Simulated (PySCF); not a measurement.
This PySCF input asks for the NMR shieldings of `C#[C][AlH2-][AsH3+]`, C2H6AlAs; the geometry comes from PBE0-D3(BJ)/def2-SVP.

```python
import basis_set_exchange as bse
import numpy as np
from pyscf import gto, dft
from pyscf.prop import nmr

atoms = """
C     1.687079   -2.053440    0.238207
C     1.449866   -0.878898   -0.004676
Al    1.008537    0.971623   -0.385790
As   -1.534690    0.534240    0.096725
H     1.912147   -3.083961    0.450462
H     0.903962    1.407875   -1.915209
H     1.298106    2.049849    0.751765
H    -2.216722   -0.532911   -0.723370
H    -1.886358    0.000194    1.463478
H    -2.613203    1.589672    0.005685
"""
names = dict.fromkeys(["C", "Al", "As", "H"], "pcSseg-1")
basis = {el: gto.basis.parse(bse.get_basis(n, elements=[el], fmt="nwchem")) for el, n in names.items()}
mol = gto.M(atom=atoms, basis=basis, charge=0, verbose=0)
mf = dft.RKS(mol, xc="PBE0")
mf.grids.level = 2
mf.grids.alignment = dft.numint.BLKSIZE   # the property module wants whole blocks of grid points
mf.conv_tol = 1e-9
mf.kernel()

calc = nmr.RKS(mf)   # GIAO
C = mf.mo_coeff
Co = C[:, mf.mo_occ > 0]
resp = mf.gen_response(singlet=True, hermi=2)
def vind(x):   # induced exchange potential for any number of trial vectors
    d = np.einsum("pi,xij,qj->xpq", C, 2 * x.reshape(-1, C.shape[1], Co.shape[1]), Co, optimize=True)
    return np.einsum("xpq,pi,qj->xij", resp(d - d.transpose(0, 2, 1)), C, Co, optimize=True).ravel()
mo1, _ = nmr.rhf.solve_mo1(calc, with_cphf=vind)
sigma = calc.kernel(mo1)
for i, s in enumerate(sigma):   # ppm
    w = np.linalg.eigvalsh((s + s.T) / 2)
    print("%2d %-2s iso %8.1f  s11 %8.1f  s22 %8.1f  s33 %8.1f" % (i, mol.atom_pure_symbol(i), w.mean(), *w))
```

Q: What are the results?

A: 
```
 0 C  iso     77.6  s11    -11.9  s22     -6.0  s33    250.6
 1 C  iso     87.6  s11    -12.6  s22    -11.0  s33    286.3
 2 Al iso    454.4  s11    428.3  s22    446.7  s33    488.1
 3 As iso   1768.8  s11   1751.8  s22   1774.8  s33   1779.8
 4 H  iso     29.2  s11     23.9  s22     24.3  s33     39.3
 5 H  iso     27.2  s11     24.1  s22     25.5  s33     31.9
 6 H  iso     27.2  s11     24.1  s22     25.5  s33     31.9
 7 H  iso     27.6  s11     21.3  s22     22.2  s33     39.4
 8 H  iso     27.6  s11     21.3  s22     22.2  s33     39.4
 9 H  iso     27.6  s11     21.0  s22     21.5  s33     40.4
```

These numbers come from an equivalent density-fitted implementation of the same equations, which agrees with the script to about 0.01 ppm for H and up to a few tenths of a ppm for heavy atoms, so last digits may differ.

Q: Turn these shieldings into chemical shifts. δ = σ(ref) − σ, references computed at the same level: 13C (184.41 ppm) and 1H (31.27 ppm) against TMS; 27Al (489.28 ppm) against AlH4-; AsH3 for 75As (1910.42 ppm).

A: Averaging equivalent atoms: C 0: 106.8; C 1: 96.9; Al 2: 34.9; As 3: 142; H 5/6: 4.11; H 7/8/9: 3.64; H 4: 2.10 ppm. 

Relativistic effects, spin–orbit coupling among them, are left out; they matter for As and for the light atoms bonded to it.

Size and cost of the density-fitted run: 129 basis functions, 9.6 s wall time on 1 thread of an Arm Neoverse V2, shared host.
